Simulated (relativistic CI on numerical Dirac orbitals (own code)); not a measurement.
Method of calculation: Dirac-Coulomb-Breit CI, separate exchange-only KLI orbitals for each configuration, a model potential for QED, unscaled Slater integrals (own radial code, finite nucleus).

Configuration list (outside the closed core [Ar] 3d10): 4s²4p⁶4d⁷, 4s²4p⁵4d⁸, 4s²4p⁶4d⁶4f, 4s4p⁶4d⁸, 4s²4p⁵4d⁷4f, 4s4p⁶4d⁷4f, 4s²4p⁶4d⁶5s, 4s²4p⁶4d⁵4f5s, 4s²4p⁶4d⁶5p, 4s²4p⁵4d⁷5s, 4s²4p⁶4d⁶5f, 4s²4p⁶4d⁵5s5p, 4p⁶4d⁸4f, 4s²4p⁶4d⁶6s, 4s4p⁶4d⁷5s, 4p⁶4d⁹, 4p⁵4d¹⁰, 4p⁵4d⁹4f, 4s²4p⁶4d⁵5s², 4s²4p⁶4d⁴4f5s², 4s²4p⁵4d⁵4f5s², 4s4p⁶4d⁵4f5s², 4p⁶4d⁸5s, 4p⁵4d⁹5s, 4p⁵4d⁸4f5s, 4p⁶4d⁷5s², 4p⁵4d⁸5s², 4p⁶4d⁶4f5s², 4p⁵4d⁷4f5s². Double excitations out of closed p, d and f shells are left out; levels of such configurations are missing from the list, as are those of other unlisted configurations, and high levels can miss mixing partners.

At this charge energies of transitions that change n are usually good to better than 1 %, and those within a shell (Δn = 0) to a few per cent. Terms inside the open d or f shell come out 10 to 20 % too wide with unscaled integrals.

Outline of the computed level scheme of W XXXII. Lowest level of each configuration: 4s²4p⁶4d⁷ ⁴F9/2 at 0.000 eV; 4s²4p⁵4d⁸ ⁴G°11/2 at 180.138 eV; 4s²4p⁶4d⁶4f ⁴G°9/2 at 193.553 eV.

Some strong electric-dipole decays among the lowest 45 levels: 4s²4p⁵4d⁸ ⁴D°7/2 → 4s²4p⁶4d⁷ ⁴F9/2 (5.5e+10 s⁻¹); 4s²4p⁵4d⁸ ²P°1/2 → 4s²4p⁶4d⁷ ²P3/2 (4.9e+10 s⁻¹); 4s²4p⁵4d⁸ ⁴F°9/2 → 4s²4p⁶4d⁷ ⁴F9/2 (4.4e+10 s⁻¹); 4s²4p⁵4d⁸ ²P°3/2 → 4s²4p⁶4d⁷ ²D5/2 (3.7e+10 s⁻¹); 4s²4p⁵4d⁸ ⁴D°5/2 → 4s²4p⁶4d⁷ ⁴F7/2 (3.1e+10 s⁻¹); 4s²4p⁵4d⁸ ²D°5/2 → 4s²4p⁶4d⁷ ²D5/2 (2.5e+10 s⁻¹); 4s²4p⁵4d⁸ ²P°3/2 → 4s²4p⁶4d⁷ ²P3/2 (2.5e+10 s⁻¹); 4s²4p⁵4d⁸ ²D°5/2 → 4s²4p⁶4d⁷ ²P3/2 (2.3e+10 s⁻¹).

LS names give the leading component of a level, which can be under half, so a name can repeat, a term be missing and a line seem to break the LS rules.
